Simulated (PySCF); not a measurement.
Species: C7H4O2.
SMILES with atom numbers: `[CH:1]#[C:2][c:3]1[c:4]([CH3:5])[c:6](=[O:7])[c:8]1=[O:9]`

Geometry (GFN2-xTB, Å), atoms numbered from 1 in this order:
```xyz
13
C7H4O2 angstrom
C      2.8082   -0.8810   -0.6857
C      1.7802   -0.3214   -0.4004
C      0.6259    0.3739   -0.0617
C     -0.6886    0.0272    0.1371
C     -1.4497   -1.2285    0.0579
C     -1.0932    1.4183    0.4719
O     -2.1095    1.9608    0.7970
C      0.3754    1.8241    0.2293
O      1.0314    2.8205    0.2411
H      3.6989   -1.3755   -0.9379
H     -1.8896   -1.4497    1.0311
H     -2.2764   -1.1116   -0.6436
H     -0.8173   -2.0565   -0.2538
```

NICS is the negative of the GIAO shielding at a point without a nucleus: at the ring centre (0) and 1 Å above and below it (1); zz is the component along the ring normal. Level: GIAO PBE0/pcSseg-1 (PySCF, non-relativistic, gas phase) on the GFN2-xTB geometry, one conformer.

Ring bond lengths (Å), with Mayer bond orders in brackets: C3–C4 1.374 (1.46), C4–C6 1.487 (0.99), C6–C8 1.543 (0.91), C8–C3 1.500 (0.91).

Problem. What do the NICS probes read (ppm)?

Solution. 
```tsv
ring	type	NICS(0)	NICS(1), two faces	NICS(1)zz, two faces	rms pucker (Å)	centre to ring atoms, mean (Å)
C3–C4–C6–C8	4-membered carbocycle; bonds drawn aromatic by RDKit's count	10.0	-4.2 / -4.2	-3.7 / -3.7	0.01	1.04
```

Problem. What do they say, and how far can they be read as aromaticity?

Solution. 
- C3–C4–C6–C8: mean NICS(1)zz -3.7 ppm, shielded. NICS(0) lies 14 ppm above the mean NICS(1).

Problem. And the bond-length index? HOMA takes Krygowski's 1993 parameters.

Solution. 
- C3–C4–C6–C8: HOMA -2.00 = 1 − EN − GEO, with mean bond length 1.476 Å, EN = α(Ropt − mean)² = 1.993 and GEO = α × variance = 1.005.

Problem. What is the mean of the two in-plane components of NICS at the second NICS(1) probe listed for ring C3–C4–C6–C8, 1 Å off the ring?

Solution. The isotropic value is a third of the trace: (3 × -4.2 − (-3.7))/2 = -4.5 ppm.

Problem. What are the shieldings of the ring atoms and their hydrogens in the same run (means over atoms taken as equivalent)?

Solution. 
| atoms | environment | σ isotropic (ppm) |
| --- | --- | --- |
| C3 | unsaturated ring carbon | -6.8 |
| C4 | unsaturated ring carbon | -25.6 |
| C6 | ring carbonyl carbon | -21.2 |
| C8 | ring carbonyl carbon | -11.1 |
